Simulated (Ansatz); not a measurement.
Program: Ansatz. Geometries: PBE0-D4/def2-TZVP. ΔE: electronic, gas phase. CBS: MP2 limit from def2 TZ/QZ plus the TZ coupled-cluster correction, frozen cores. DFT in def2-TZVPP. B3LYP here is the variant with VWN-RPA as its local correlation; programs differ in this. def2 core potentials past Kr. For Sn outer-core shells are correlated without core-valence functions, which leaves a few kJ/mol of doubt a bond. Each species was taken in one conformer, which may not be the lowest.

`F[B]([AlH2])[SiH3]` + `N=[CH][SnH3]` → `[SiH3]/N=[CH]\[SnH3]` + `F[BH][AlH2]`  (cleavage of the Si–B bond)

```tsv
level	ΔE (kJ/mol)	difference from CCSD(T)/CBS
PBE-D4	-44.3	13.3
r2SCAN-D4	-54.4	3.2
PBE0-D4	-47.8	9.8
B3LYP-D4	-59.8	-2.2
ωB97X-V	-53.4	4.2
ωB97M-V	-57.7	-0.1
B2PLYP	-60.1	-2.5
PBE	-41.2	16.4
r2SCAN	-53.6	4.0
PBE0	-45.1	12.5
B3LYP	-54.8	2.8
HF/def2-TZVPP	-65.5	-7.9
MP2/def2-TZVPP	-66.8	-9.2
SCS-MP2/def2-TZVPP	-65.8	-8.2
CCSD/def2-TZVPP	-55.5	2.1
CCSD(T)/def2-TZVPP	-55.5	2.1
HF/def2-QZVPP	-66.8	-9.2
MP2/def2-QZVPP	-68.4	-10.8
SCS-MP2/def2-QZVPP	-67.2	-9.6
HF/CBS(def2)	-67.0	-9.4
MP2/CBS(def2)	-68.9	-11.3
CCSD/CBS(def2)	-57.5	0.1
CCSD(T)/CBS	-57.6	0
```

Largest T1 diagnostic among the species: 0.015.

The D4 term adds −5.1 kJ/mol with B3LYP and −2.7 kJ/mol with PBE0; it sums over pairs of atoms, weighted by their polarisabilities, and B3LYP, whose exchange is more repulsive, gets the larger term. From PBE to PBE0 (25 % exact exchange), in def2-TZVPP and without D4, ΔE moves by −3.9 kJ/mol.
